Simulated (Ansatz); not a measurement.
Consider the formal exchange of groups at the Si–Ge bond: `[SiH3][GeH3]` + `FCC(F)Br` → `FCC([SiH3])Br` + `[F][GeH3]`.

Gas-phase electronic energies from Ansatz, PBE0-D4/def2-TZVP geometries. CCSD(T)/CBS is the MP2 limit (def2-TZVPP, def2-QZVPP) plus CCSD(T) − MP2 in def2-TZVPP, frozen cores. Functionals use def2-TZVPP. For Br, Ge outer-core shells are correlated without core-valence functions, which leaves a few kJ/mol of doubt a bond. Scalar relativity is left out up to krypton. One conformer a species, not always the lowest.

| level | ΔE (kJ/mol) |
| --- | --- |
| r2SCAN-D4 | -100.7 |
| PBE | -88.0 |
| CCSD(T)/def2-TZVPP | -114.1 |
| HF/CBS(def2) | -122.4 |

Q: What does CCSD(T)/CBS give? (Best estimate.)

A: Ansatz gave: -115.6 kJ/mol. The listed levels differ from it by 14.9, 27.6, 1.5, -6.8 kJ/mol.

Largest T1 diagnostic among the species: 0.012.

The D4 term adds −4.8 kJ/mol with B3LYP and −2.6 kJ/mol with PBE0; it sums over pairs of atoms, weighted by their polarisabilities, and B3LYP, whose exchange is more repulsive, gets the larger term. From PBE to PBE0 (25 % exact exchange), in def2-TZVPP and without D4, ΔE moves by −6.0 kJ/mol.

B3LYP here is the variant with VWN-RPA as its local correlation; programs differ in this.
